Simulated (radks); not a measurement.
Q: These are the eigenvalues of the occupied orbitals of an atom or ion with whole-number occupations (eV). Calculated with a radial shooting solver on a logarithmic mesh with Libxc functionals: Dirac Kohn-Sham, relativistic LDA (MacDonald-Vosko exchange, VWN5 correlation), spin-unpolarised, spherical densities, finite nucleus; Fermi nuclear charge, rms radius of each element as measured or else 0.836 A^(1/3) + 0.57 fm.

1s1/2: -49835.58
2s1/2: -8334.910
2p1/2: -7929.422
2p3/2: -7241.616
3s1/2: -1943.172
3p1/2: -1765.697
3p3/2: -1624.565
3d3/2: -1315.296
3d5/2: -1284.408
4s1/2: -483.4235
4p1/2: -413.7919
4p3/2: -381.4068
4d3/2: -265.6014
4d5/2: -259.5837
5s1/2: -144.8851
5p1/2: -122.4338
4f5/2: -120.3217
5p3/2: -116.0451

Which element is it, and in what charge state? The configuration may be excited.

A: Z = 64, gadolinium, charge +7: Gd7+ in [Kr] 4d10 4f(5/2: 4, 7/2: 0) 5s1 5p6. The list shows which subshells hold electrons but not how many an open one holds; the 1s level, -1831.4 hartree, gives Z - s = 60.5 by -(Z - s)^2/2, which with screening and relativity narrows Z to a few neighbours, and the depths of the outer levels then fix element, charge and occupations together.
